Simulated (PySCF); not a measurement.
Si(H)(I)(OH)2 (H3IO2Si), SMILES O[SiH](O)I. Heavy atoms are numbered as in [SiH:1]([OH:2])([OH:3])[I:4]. Hydrogens are named by the atom that carries them.

The structure is a stationary point at PBE0-D3(BJ)/def2-SVP. The def2 effective core potentials stand for the cores of I; spin–orbit coupling is left out. The values are those of a single conformer.

Calculation: B3LYP/def2-TZVP (PySCF).

ESP charges are fitted to the potential on shells at 1.4 to 2.0 van der Waals radii. Atomic charges (e), one atom of each kind:

```
atom       ESP fit  Mulliken  Löwdin
---------  -------  --------  ------
Si1 (SiH)     0.44      0.58   -0.24
O2 (OH)      -0.61     -0.49   -0.12
I4           -0.11     -0.18    0.16
H on Si1     -0.01     -0.05   -0.04
H on O2       0.46      0.32    0.18
```

Computed Mayer and Wiberg (Löwdin basis) orders of the bonds:
```csv
bond,Mayer,Wiberg
Si1–O2,1.21,1.70
Si1–O3,1.22,1.71
Si1–I4,1.12,1.65
```
